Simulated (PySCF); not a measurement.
# Functional benchmark on one molecule

Molecule: TMS-CHF2, C4H10F2Si.

Atom-mapped SMILES (the numbers label the heavy atoms): `[CH3:1][Si:2]([CH3:3])([CH3:4])[CH:5]([F:6])[F:7]`; H(Xn) means a hydrogen on atom n.

Geometry PBE0-D3(BJ)/def2-SVP throughout; GIAO in PySCF 2.14.0 with density-fitted response routines, gas phase, one conformer, non-relativistic; equivalent atoms averaged; basis pcSseg-1.

Reference values (measured; G. Saielli, R. Bini, A. Bagno, Computational 19F NMR. 2. Organic compounds, RSC Adv. 2014, ESI (exp. from Berger-Braun-Kalinowski 1994 and Everett 1995)): δ(F6/F7) = -140.0 ppm vs CFCl3. Computed shifts are taken against CFCl3, calculated as an isolated molecule at each level.

How do the functionals PBE, BP86, KT2, KT3, B97-D, PBE0, mPW1PW91, B97-2, wB97X-D, LC-wPBE perform against the reference? Times are CPU seconds on shared hosts with different chips, so compare them loosely.

Results:


```csv
functional,kind,F6/F7,abs. error F,core-s
PBE,GGA,-170.1,30.1,47
BP86,GGA,-171.7,31.7,48
KT2,GGA,-174.3,34.3,48
KT3,GGA,-166.9,26.9,28
B97-D,GGA,-166.5,26.5,47
PBE0,global hybrid,-158.6,18.6,21
mPW1PW91,global hybrid,-158.5,18.5,32
B97-2,global hybrid,-157.7,17.7,20
wB97X-D,range-separated hybrid,-153.3,13.3,30
LC-wPBE,range-separated hybrid,-140.7,0.7,56
```

For ¹⁹F the closest is LC-wPBE (0.7 ppm) and the furthest KT2 (34.3 ppm). One molecule is a small sample, and vibrational and solvent effects are absent from the calculation.
